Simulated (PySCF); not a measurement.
Species: C6H5N3Se.
SMILES: `C/N=C\c1cc(C#N)[se]n1`

Level: PBE0/def2-SVPD in PySCF, non-relativistic, on one gas-phase PBE0-D3(BJ)/def2-SVP geometry that isn't relaxed in the solvent. The solvent is an IEF-PCM continuum (Bondi radii, 1.10 Å for H, scaled by 1.2), and excitations are vertical TDDFT with non-equilibrium linear response and a frozen core. Specific hydrogen bonds and non-electrostatic terms are outside this model. Spin–orbit coupling is left out although an atom past zinc is present.

Gas-phase singlets (H = HOMO, L = LUMO):

| state | E (eV) | λ (nm) | f | leading configurations |
| --- | --- | --- | --- | --- |
| S1 | 3.227 | 384 | 0.000 | H→L 91% |
| S2 | 4.307 | 288 | 0.115 | H-1→L 92% |
| S3 | 4.435 | 280 | 0.001 | H→L+1 82%, H-3→L 9% |
| S4 | 4.842 | 256 | 0.001 | H-3→L 86% |
| S5 | 4.999 | 248 | 0.071 | H-2→L 90% |

**Question.** How does the list change in cyclohexane (ε = 2.017)?

**Answer.** 
```
state  E (eV)  λ (nm)      f  leading configurations  change by rank (eV)
   S1   3.291     377  0.000                 H→L 91%               +0.064
   S2   4.222     294  0.169               H-1→L 94%               -0.085
   S3   4.481     277  0.001    H→L+1 81%, H-3→L 11%               +0.046
   S4   4.871     255  0.001     H-3→L 84%, H→L+1 9%               +0.029
   S5   4.969     250  0.107               H-2→L 92%               -0.030
```

**Question.** The ground-state energy changes by -0.138 eV from gas to cyclohexane. By how much does the total energy of gas-phase S1 change?

**Answer.** E(S1) = E(S0) + excitation energy, so it changes by -0.138 + 0.064 = -0.074 eV: it is lowered less than the ground state, which is what a blue shift means. This is the vertical state, with the slow part of the continuum still set for S0.

**Question.** How do the frontier levels move from gas to cyclohexane?

**Answer.** 
```csv
orbital,gas (eV),solvent (eV),change (eV)
LUMO+2,-1.38,-1.21,+0.17
LUMO+1,-1.45,-1.35,+0.10
LUMO,-2.90,-2.79,+0.11
HOMO,-7.33,-7.29,+0.04
HOMO-1,-7.87,-7.74,+0.13
HOMO-2,-8.58,-8.48,+0.10
HOMO-3,-9.27,-9.19,+0.08
```

The HOMO–LUMO gap goes from 4.43 to 4.50 eV.

Time: 1.8 min of wall time. Hardware: one thread, Arm Neoverse N1 (shared host). This is the whole response run at PBE0/def2-SVPD in cyclohexane, SCF included.

Conformer computed: `[CH3:1]/[N:2]=[CH:3]\[c:4]1[cH:5][c:6]([C:7]#[N:8])[se:9][n:10]1`: N2–C3–C4–C5 -179°.
